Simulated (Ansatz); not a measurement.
The cluster RbBr₂, relaxed as a doublet with UKS PBE-D4/def2-TZVP in Ansatz, starting from the GFN1-xTB geometry. Force threshold 0.02 eV/Å.

In the def2 sets Rb takes a core potential; there is no spin–orbit coupling. In the doublet, Br2 and Br3 lie 2.96 Å apart (atoms count from 1), so these atoms are partly bonded to each other. The relaxation made no stability test and no search for a lower SCF solution. The structure comes from a short search, and lower isomers may exist.

Start:

Cartesian coordinates in Å:
```
Rb 0.431 1.727 -0.101
Br 0.092 -0.855 1.492
Br -0.523 -0.873 -1.391
```

(1) Estimate the energy that the relaxation releases and the steps that it takes.

(2) Does the start keep its bonding and symmetry?

(3) Predict the relaxed structure.

Answers

(1) 1.3 kcal/mol, in 4 steps; 2.1 s on 4 threads of AMD EPYC 9R45 on a shared host. No frequencies were taken in this run, so the end may be a saddle point.

(2) By distances, no bond broke or formed. The bond that changes most is Rb1–Br2, from 3.05 to 3.20 Å (atoms count from 1). Point group C2v at the start, C2v at the end, both within 0.05 Å.

(3) 
Cartesian coordinates in Å:
```
Rb 0.4574 1.8340 -0.1082
Br 0.0803 -0.9087 1.5022
Br -0.5378 -0.9253 -1.3940
```
Bond lengths: 2 × Br–Rb 3.20 Å.
